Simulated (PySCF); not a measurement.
# One molecule, several mistakes: ClH2OSi2

Calculated results; nothing here was measured. The program is PySCF 2.14.0, an open-source quantum chemistry code, run on an isolated molecule that a program drew, which may never have been made. The molecule is ClH2OSi2 (charge 0, doublet), drawn as the SMILES string `O=[Si]([SiH2])Cl`.

Each row is a Hartree-Fock (HF) and frozen-core CCSD(T) single point in the cc-pV(D+d)Z basis, meant for a local HF minimum. Run 1 is clean. Each other run has one planted mistake out of seven kinds, and not every kind appears here: one electron removed, one electron added, multiplicity raised by two, geometry at a saddle point, minimal basis STO-3G, one bond length entered in bohr, all coordinates scaled. The reference is restricted for singlets and unrestricted otherwise, and also for a bond in bohr. Adding or removing an electron swaps singlet and doublet. Electrons count all cores. HOMO and LUMO are orbital energies over both spins, the gradient is its largest component, and the lowest frequency (negative if imaginary) is given only where the gradient is small. Bond lengths are over the 5 bonds as drawn. T1 is the CCSD diagnostic: over 0.02 (restricted) or 0.045 (unrestricted) a single reference is doubtful.

Geometry of the clean run:
```xyz
6
ClH2OSi2, angstrom
O    -1.6724    0.7329   -1.7051
Si   -0.3941   -0.0386   -1.7148
Si    0.8534   -0.6496    0.1399
Cl    0.4319   -0.8324   -3.4041
H     0.6408    0.2391    1.2962
H     2.2769   -0.8878   -0.1647
```

```
run,electrons,basis functions,<S^2>,HOMO (eV),LUMO (eV),gradient (hartree/bohr),lowest frequency (cm^-1),mean bond (Å),longest bond (Å),T1,HF (hartree),CCSD(T) (hartree),mistake
1,55,93,0.763,-9.87,-0.34,1.9e-05,133,1.7601,2.317,0.0206,-1113.42098,-1113.96893,no fault
2,55,93,0.763,-9.65,-0.09,2.2e-01,-,1.6052,2.113,0.0170,-1113.34904,-1113.88371,all coordinates scaled
3,55,34,1.164,-6.06,4.90,8.1e-02,-,1.7601,2.317,0.0639,-1100.74665,-1100.92011,minimal basis STO-3G
4,56,93,0.000,-1.99,7.12,5.7e-02,-,1.7601,2.317,0.0182,-1113.46015,-1114.03489,?
```

**Which mistake was planted in run 4, and what did it cost?**

It counts 56 electrons, one more than the clean run, at the same geometry and basis. So the mistake is: one electron added. Subtracting run 1 and multiplying by 627.51 kcal/mol a hartree, the energy moved by -24.6 kcal/mol in HF and -41.4 kcal/mol in CCSD(T).

Cautions from the logs. Run 3: T1 is over the limit, so its CCSD(T) energy is less reliable.
